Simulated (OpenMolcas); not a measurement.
A run on Ni3+ with 6 ligands (fluoride) in tetragonal octahedral coordination (D4h) at 1.91 Å, the axial distance 2.177 Å. A charge of +0.5 e stands 2.8 Å behind each ligand. Ligand basis ANO-RCC-VDZP.

```json
{
 "Program": "OpenMolcas",
 "Method": "SS-CASPT2, IPEA 0.25 Eh, imaginary shift 0.1 Eh (closed shells correlated: 3s 3p and the ligand valence shells)",
 "Basis": "ANO-RCC-VTZP [6s5p3d2f1g]",
 "Scalar Hamiltonian": "DKH2, point nucleus",
 "Active space": "7 electrons in 5 orbitals (3d)",
 "State averaging": "2S+1 = 4 even, 10 roots; 2S+1 = 2 even, 40 roots",
 "Spin-orbit coupling": "state interaction with AMFI integrals over the reference wave functions"
}
```

First CASPT2 step and the start of its output:

```
&CASPT2
Multistate=10 1 2 3 4 5 6 7 8 9 10
NoMult
Frozen=5 6
IPEA=0.25
Imaginary=0.1
MaxIter=60
WThr=0.0 0.3 0.05
PrWF=0.5
NoMix
```

```
--- CASPT2 ---
Orbital specifications:
      -----------------------

      Symmetry species                           1   2
                                                ag  au
      Frozen orbitals                            5   6
      Inactive orbitals                         13  15
      Active orbitals                            5   0
      Secondary orbitals                        49  50
      Deleted orbitals                           0   0
      Number of basis functions                 72  71
Type of calculation                        SS-CASPT2
      Fock operator                              state-specific
      IPEA shift                                 0.25
      Real shift                                 0.00
      Imaginary shift                            0.10
      The input orbitals will be transformed to quasi-canonical
Reference energy:       -2117.3035806912
      E2 (Non-variational):      -1.9343844917
      Shift correction:          -0.0015573490
      E2 (Variational):          -1.9359418408
      Total energy:           -2119.2395225320
      Residual norm:              0.0000006740
      Reference weight:           0.70198
      Contributions to the CASPT2 correlation energy
      Active & Virtual Only:         -0.1827060141
      One Inactive Excited:          -0.3324398394
      Two Inactive Excited:          -1.4192386383
Reference energy:       -2117.3008954365
      E2 (Non-variational):      -1.9341384842
      Shift correction:          -0.0017288974
      E2 (Variational):          -1.9358673817
      Total energy:           -2119.2367628181
      Residual norm:              0.0000002886
      Reference weight:           0.70148
      Contributions to the CASPT2 correlation energy
      Active & Virtual Only:         -0.1828279385
...
```

Over all roots the printed reference weights run from 0.12 to 0.71, and roots that are degenerate in the reference spread by up to 19 cm-1.

Q: Did the run give usable levels, and if not, why?

A: No. The equations converged, but the reference weight falls to 0.12 for at least one root against 0.71 for the best. A drop of that size marks an intruder state, so the energies of such roots and the levels built on them can't be trusted.
